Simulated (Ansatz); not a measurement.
Consider the ligand exchange at the Si–C bond: `C[SiH](F)[SiH2]O` + H₂S → `O[SiH2][SiH](F)S` + CH₄.

Program: Ansatz. Geometries: PBE0-D4/def2-TZVP. ΔE: electronic, gas phase. CBS: MP2 limit from def2 TZ/QZ plus the TZ coupled-cluster correction, frozen cores. This one scheme is used for every species. Functionals use def2-TZVPP. Each species was taken in one conformer, which may not be the lowest.

| species | PBE-D4 energy (Eh) |
| --- | --- |
| `C[SiH](F)[SiH2]O` | -796.06735 |
| H₂S | -399.22838 |
| `O[SiH2][SiH](F)S` | -1154.85862 |
| CH₄ | -40.46517 |

Problem. Work out ΔE.

Solution. ΔE = (-1154.85862) + (-40.46517) − (-796.06735) − (-399.22838) = -0.02806 Eh = -73.7 kJ/mol. CCSD(T)/CBS gives -69.2 kJ/mol.

Largest T1 diagnostic among the species: 0.012.

The D4 term adds −3.2 kJ/mol with B3LYP and −1.5 kJ/mol with PBE0; it sums over pairs of atoms, weighted by their polarisabilities, and B3LYP, whose exchange is more repulsive, gets the larger term.

B3LYP here is the variant with VWN-RPA as its local correlation; programs differ in this.
